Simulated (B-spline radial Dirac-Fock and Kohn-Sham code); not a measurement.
## Run log: Er²⁺

ΔSCF core binding energies without Breit or QED terms, calculated with a B-spline atomic structure program. Keys: rel is the Hamiltonian (dirac, or spin-free x2c and nr, where L3 and M5 stand for the whole 2p and 3d shells), method is hf or an exchange,correlation pair (spin-unpolarised, also for the hole states), nuc the nuclear model, radius_factor scales its radius, rmax is the box in bohr, h the logarithmic mesh step, order the B-spline order, points the quadrature points per cell, c_factor scales the speed of light, and damp, ndamp, maxit and tol steer the iteration. The run stops when the commutator error falls below 10·tol·max(1, Z/10), or the numerical noise floor, and the energy has settled to about 1e-8 Ha; the virial ratio is −V/T.

Input (task.json):

```json
{"items": [{"Z": 68, "q": 2, "cfg": [[1, 0, 2], [2, 0, 2], [2, 1, 6], [3, 0, 2], [3, 1, 6], [3, 2, 10], [4, 0, 2], [4, 1, 6], [4, 2, 10], [4, 3, 12], [5, 0, 2], [5, 1, 6]], "A": 166, "rrms": 5.2516, "do": "settings", "holes": ["K", "L3", "M5"],
  "settings": [{"rel": "dirac", "method": "hf", "nuc": "fermi", "radius_factor": 1.0, "rmax": 45.0, "h": 0.3, "order": 8, "points": 10, "c_factor": 0.4581, "maxit": 50, "damp": 0.5, "ndamp": 3, "tol": 1e-08}]}]}
```

Command: `python xray2_run.py task.json out`

Ground-state iterations:

```
iter   energy (Ha)        error
   1   -13319.12794727  1.48e+01
   2   -13266.80435733  1.40e+00
   3   -13327.31461688  9.23e-01
   4   -13339.60130668  2.41e-01
   5   -13340.02020104  9.53e-02
   6   -13340.02509078  6.01e-02
   7   -13340.07259084  3.25e-02
   8   -13340.09019463  2.77e-03
   9   -13340.09036865  2.15e-04
  10   -13340.09037304  5.30e-05
  11   -13340.09037332  3.41e-05
  12   -13340.09037334  5.34e-06
  13   -13340.09037334  6.26e-08
```

The ground state converged in 13 iterations, with total energy -13340.09037 Ha, virial ratio 1.22894 and highest orbital energy -18.34 eV. ΔSCF binding energies: K (1s) 26438.8 eV, L3 (2p3/2) 8580.4 eV, M5 (3d5/2) 1332.8 eV.

Task: One setting is unsound. Which, and why?

Result: c_factor makes c so small that Zα exceeds 1, so any numbers that come out have no meaning. With the default settings (Dirac Hartree-Fock): The ground state converged in 11 iterations, with total energy -13091.64195 Ha, virial ratio 1.90635 and highest orbital energy -26.91 eV. ΔSCF binding energies: K (1s) 57761.5 eV, L3 (2p3/2) 8393.4 eV, M5 (3d5/2) 1427.4 eV.
